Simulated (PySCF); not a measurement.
Rubidium: a sound run and one with changed settings

Sound run: Rb+ [Kr], Rb(2+) [Ar] 3d10 4s2 4p5. Computed with PySCF 2.14 in def2-SVP with the def2 core potential (28 electrons) (5s3p2d, 24 functions), with a scalar-relativistic core potential. In the sound run the correlated levels freeze 4s2 outside the core potential. The sound run starts from symmetry-adapted Hartree-Fock orbitals and uses a fine grid where one is needed.

A second run was set up differently.

| species | method | sound run (hartree) | changed run (hartree) | converged |
| --- | --- | --- | --- | --- |
| Rb+ | UHF | -23.66254 | -23.66254 | yes |
| Rb+ | M06-2X | -23.87088 | -23.87088 | yes |
| Rb+ | BP86 | -23.96270 | -23.96270 | yes |
| Rb+ | MP2 | -23.69957 | -23.67663 | yes |
| Rb+ | CCSD(T) | -23.70484 | -23.70484 | yes |
| Rb(2+) | UHF | -22.68381 | -22.68381 | yes |
| Rb(2+) | M06-2X | -22.85444 | -22.85444 | yes |
| Rb(2+) | BP86 | -22.95051 | -22.95051 | yes |
| Rb(2+) | MP2 | -22.70284 | -22.69143 | yes |
| Rb(2+) | CCSD(T) | -22.70607 | -22.70607 | yes |

Ionisation energy of Rb+:

| method | sound run (eV) | changed run (eV) |
| --- | --- | --- |
| UHF | 26.633 | 26.633 |
| M06-2X | 27.659 | 27.659 |
| BP86 | 27.543 | 27.543 |
| MP2 | 27.122 | 26.809 |
| SCS-MP2 | 27.099 | 26.801 |
| CCSD | 27.168 | 27.168 |
| CCSD(T) | 27.178 | 27.178 |

Q: What was changed?
A. angular grid far too coarse
B. radial grid too coarse
C. a valence shell is frozen
D. level shift left on

A: D. It used initial guess minao, at most 50 SCF cycles, level shift 2.0 hartree. A level shift leaves the converged SCF energy unchanged but raises the virtual orbital energies, which shrinks MP2 if it is not removed.
